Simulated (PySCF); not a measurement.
Several molecules and their computed UV-vis stick spectra, shuffled. Level of theory: PySCF 2.14.0, density-fitted response routines, TDDFT wB97X-D/def2-SVPD, vertical, gas phase, core orbitals frozen in the response. Geometries: GFN2-xTB; one conformer of each isolated species. Triplets are in the Tamm–Dancoff approximation.

A. `O[C@H]1C=NCCC1`
B. `COC1CC(=N)C1`
C. `C=CP(C)C(F)=C(F)F`
D. `CC[Si@H](O)S`
E. `CS(=O)(=O)CCN`

Lowest singlet levels (six at most, fewer where fewer were computed) with oscillator strengths:

1. 6.02 eV (f 0.129); 6.24 eV (f 0.089); 6.61 eV (f 0.052); 6.70 eV (f 0.075); 7.07 eV (f 0.182); 7.30 eV (f 0.189); T1 4.28 eV
2. 6.04 eV (f 0.003); 6.66 eV (f 0.058); 7.02 eV (f 0.005); 7.66 eV (f 0.006); 7.76 eV (f 0.009); 7.79 eV (f 0.003); T1 5.74 eV
3. 6.81 eV (f 0.016); 7.95 eV (f 0.007); 8.01 eV (f 0.002); 8.07 eV (f 0.002); 8.33 eV (f 0.167); 8.41 eV (f 0.008); T1 6.60 eV
4. 4.67 eV (f 0.002); 6.75 eV (f 0.001); 7.11 eV (f 0.033); 7.48 eV (f 0.003); 7.76 eV (f 0.175); 7.89 eV (f 0.114); T1 3.96 eV
5. 5.18 eV (f 0.002); 6.91 eV (f 0.006); 7.34 eV (f 0.047); 7.57 eV (f 0.017); 7.83 eV (f 0.090); 8.10 eV (f 0.051); T1 4.52 eV

Question: Which spectrum belongs to which structure?

Answer: 1 = C, 2 = D, 3 = E, 4 = A, 5 = B.
- A: S1 at 4.67 eV, HOMO→LUMO (94%); Löwdin shares by element: HOMO nitrogen 46%, carbon 29% or more (atoms not listed hold the other 25%); LUMO carbon 35% or more, nitrogen 32%, oxygen 10% (atoms not listed hold the other 23%); HOMO -8.70 and LUMO 1.47 eV.
- B: S1 at 5.18 eV, HOMO→LUMO (94%); Löwdin shares by element: HOMO nitrogen 53%, carbon 32% or more; LUMO carbon 47% or more, nitrogen 27% (atoms not listed hold the other 26%); HOMO -9.12 and LUMO 1.64 eV.
- C: S1 at 6.02 eV, HOMO→LUMO (82%), HOMO→LUMO+1 (10%); Löwdin shares by element: HOMO phosphorus 45%, carbon 39% or more (atoms not listed hold the other 16%); LUMO carbon 65% or more, phosphorus 11% (atoms not listed hold the other 25%); HOMO -8.94 and LUMO 1.27 eV.
- D: S1 at 6.04 eV, HOMO→LUMO (73%), HOMO→LUMO+3 (10%); Löwdin shares by element: HOMO sulfur 71%, silicon 10%, hydrogen 6% or more, carbon 5% or more; LUMO sulfur 27%, oxygen 21%, silicon 20%, hydrogen 11% or more (atoms not listed hold the other 22%); HOMO -9.07 and LUMO 1.61 eV.
- E: S1 at 6.81 eV, HOMO→LUMO (75%); Löwdin shares by element: HOMO nitrogen 48%, carbon 12% or more, hydrogen 7% or more, oxygen 7% or more (atoms not listed hold the other 26%); LUMO hydrogen 23% or more, sulfur 16%, carbon 12% or more (atoms not listed hold the other 49%); HOMO -9.55 and LUMO 1.87 eV.
C and D have S1 within 0.03 eV of each other; their strongest listed levels stand at 7.30 eV (f 0.189) and 6.66 eV (f 0.058).
